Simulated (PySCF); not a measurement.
**Question.** What does the PBE0-D3(BJ)/def2-SVP structure of `N[SiH2][C@@H](F)C` look like in three dimensions?

**Answer.** 
```xyz
13
C2H8FNSi angstrom
C      1.342   -0.302    0.639
C      0.643    0.234   -0.587
F      0.662    1.636   -0.545
Si    -1.202   -0.221   -0.716
N     -1.935    0.538    0.657
H      1.404   -1.400    0.595
H      0.792   -0.028    1.552
H      2.365    0.100    0.709
H      1.189   -0.068   -1.500
H     -1.415   -1.698   -0.620
H     -1.683    0.229   -2.065
H     -2.905    0.356    0.889
H     -1.712    1.519    0.800
```

Any rigid rotation of these coordinates is as good. Atoms count from 1 in this order. Of the pairs four or more bonds apart, F3···H13 is among the closest relative to their van der Waals radii: 2.73 Å, 102 % of the sum of Bondi's values. Si4 (SiH2 silicon) is distorted tetrahedral (angles from 104.6° to 116.5°). N5 (silicon-bound nitrogen) is pyramidal (angles 120.5°, 116.3° and 110.5°, sum 347.3°, 0.25 Å off the plane of its three neighbours).

Bonds between heavy atoms (Å): C1–C2 1.510, C2–F3 1.403, C2–Si4 1.905, Si4–N5 1.732.

Method used: PBE0-D3(BJ)/def2-SVP geometry optimisation, gas phase (PySCF 2.14.0).

Point group: C1 (no symmetry element, even within 0.4 Å). Stationary, but not proved a minimum. The numbers are those of one conformer (C1–C2–Si4–N5 63°, C2–Si4–N5–H -172° and 49°).

Hardware: an AMD EPYC 9R45 with one thread, shared host with 96 logical CPUs at a one-minute load of 18. Cost: 13 s wall, 0.48 GiB resident at most. These figures are those of the optimisation.
